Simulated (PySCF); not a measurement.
## Molecular orbitals of CaSi⁻

UHF at R = 2.922 Å; Ca def2-SVPD, Si def2-SVPD; no relativity (PySCF 2.14). State: ⁴Σ⁻ (quartet), unpaired electrons σ ↑, π ↑↑. Only the outer orbitals are listed, counted within each symmetry.

```json
{"spin": "α", "orbital": "8σ", "occ.": "1", "ε (eV)": "-32.49", "on Ca (%)": "100", "main shells (%)": "100 Ca p"}
{"spin": "α", "orbital": "3π", "occ.": "1", "ε (eV)": "-32.43", "on Ca (%)": "100", "main shells (%)": "100 Ca p"}
{"spin": "α", "orbital": "3π", "occ.": "1", "ε (eV)": "-32.43", "on Ca (%)": "100", "main shells (%)": "100 Ca p"}
{"spin": "α", "orbital": "9σ", "occ.": "1", "ε (eV)": "-12.94", "on Ca (%)": "3", "main shells (%)": "96 Si s"}
{"spin": "α", "orbital": "10σ", "occ.": "1", "ε (eV)": "-4.36", "on Ca (%)": "16", "main shells (%)": "82 Si p, 12 Ca s"}
{"spin": "α", "orbital": "4π", "occ.": "1", "ε (eV)": "-3.51", "on Ca (%)": "10", "main shells (%)": "90 Si p"}
{"spin": "α", "orbital": "4π", "occ.": "1", "ε (eV)": "-3.51", "on Ca (%)": "10", "main shells (%)": "90 Si p"}
{"spin": "α", "orbital": "11σ", "occ.": "1", "ε (eV)": "-0.80", "on Ca (%)": "93", "main shells (%)": "69 Ca s, 23 Ca p"}
{"spin": "α", "orbital": "5π", "occ.": "0", "ε (eV)": "3.99", "on Ca (%)": "97", "main shells (%)": "94 Ca p"}
{"spin": "α", "orbital": "5π", "occ.": "0", "ε (eV)": "3.99", "on Ca (%)": "97", "main shells (%)": "94 Ca p"}
{"spin": "β", "orbital": "3π", "occ.": "1", "ε (eV)": "-32.37", "on Ca (%)": "100", "main shells (%)": "100 Ca p"}
{"spin": "β", "orbital": "3π", "occ.": "1", "ε (eV)": "-32.37", "on Ca (%)": "100", "main shells (%)": "100 Ca p"}
{"spin": "β", "orbital": "8σ", "occ.": "1", "ε (eV)": "-32.27", "on Ca (%)": "100", "main shells (%)": "100 Ca p"}
{"spin": "β", "orbital": "9σ", "occ.": "1", "ε (eV)": "-7.30", "on Ca (%)": "5", "main shells (%)": "94 Si s"}
{"spin": "β", "orbital": "10σ", "occ.": "1", "ε (eV)": "-1.03", "on Ca (%)": "98", "main shells (%)": "88 Ca s, 8 Ca p"}
{"spin": "β", "orbital": "4π", "occ.": "0", "ε (eV)": "3.78", "on Ca (%)": "100", "main shells (%)": "100 Ca p"}
{"spin": "β", "orbital": "4π", "occ.": "0", "ε (eV)": "3.78", "on Ca (%)": "100", "main shells (%)": "100 Ca p"}
```

Which are the highest filled and the lowest empty level, where do they sit, and how wide is the gap?

Highest filled α 11σ at -0.80 eV (in %: 69 Ca s, 23 Ca p); lowest empty β 4π at 3.78 eV (in %: 100 Ca p); the gap at UHF is 4.58 eV. An empty level above zero is unbound, and its energy depends on the basis.

| Quantity | Value |
| --- | --- |
| bond order (Mayer) | 0.73 |
| ⟨S²⟩ | 3.765 |
| charge on Ca (Mulliken, basis-dependent) | -0.34 |
| charge on Ca (Löwdin, basis-dependent) | -0.59 |
| dipole moment (positive dipole points towards Si; it is taken about the centre of mass and depends on that origin) | 3.47 D |
| polarisability along the bond | 349.1 bohr³ |
| polarisability across the bond | 320.8 bohr³ |

The state was picked by a PBE0 search and need not be the measured ground state.
